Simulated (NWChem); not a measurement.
Species: BHICl; SMILES ClBI

Results from NWChem. Medium grid unless said otherwise, to which SCAN and Minnesota functionals are sensitive. Coordinates come from a PBE-D3(BJ)/def2-SVP optimisation. def2 effective core potentials on I; no spin-orbit coupling.

Task: Estimate the computed values for M06/def2-SVP. Quantities: highest occupied level (eV); orbital gap (eV); dipole (D).

Result: highest occupied level (eV): -7.64
orbital gap (eV): 5.79
dipole (D): 0.19
